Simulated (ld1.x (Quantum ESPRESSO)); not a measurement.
# Scattering properties, TM potential for mercury (Hg)

ld1.x (Quantum ESPRESSO) 7.5 input, shortened:

```
&input
   title='Hg', zed=80., rel=2, dft='PW91', iswitch=3,
   config='[Xe] 4f14 5d10 6s2 6p0', rel_dist='average'
 /
 &inputp
   pseudotype=2, tm=.true., lloc=1,
   nlcc=.false.
 /
2
6S  1  0   2.00   0.00  1.60  1.60  0.0
6P  2  1   0.00   0.00  2.35  2.35  0.0
 &test
   configts(1)='6s2 6p0'
 /
```

Open shells are filled in proportion to 2j + 1 (rel_dist='average').

The phase is arctan(r·u′/u) with u = r·R(r), unwrapped; energies in Ry, scanned from -3 to 5 Ry. A pole is an energy at which the radial function vanishes at the test radius. The pseudo phase is shifted by a multiple of π to meet the all-electron one at the reference energy, and phase errors are pseudo minus all-electron; the curves can meet again beyond the range given. Levels narrower than the energy grid can be missing from the lists of poles.

```tsv
channel	radius (bohr)	reference energy (Ry)	poles, all-electron	poles, pseudo	unbroken range about the reference energy with phases within 0.05 rad	phase error 1 Ry above the reference energy (rad)
s	2.55	-0.51	1.47	0.77, 3.36	below 0.4	-0.057
p1/2	2.55	-0.12	2.75	2.62	not even at the reference energy	+0.192
p3/2	2.55	-0.07	3.48	2.62	not even at the reference energy	-0.164
```

Phases in the s channel:

```
E (Ry)  all-electron  pseudo
 -3.00         1.283   1.277
 -2.52         1.237   1.229
 -2.04         1.163   1.153
 -1.56         1.023   1.010
 -1.08         0.678   0.661
 -0.60        -0.291  -0.292
 -0.12        -1.088  -1.101
  0.36        -1.359  -1.403
  0.84        -1.481  -1.601
  1.32        -1.553  -2.361
  1.80        -1.605  -4.438
  2.28        -1.648  -4.600
  2.76        -1.689  -4.664
  3.24        -1.734  -4.704
  3.72        -1.789  -4.734
  4.20        -1.866  -4.758
  4.68        -1.995  -4.781
```
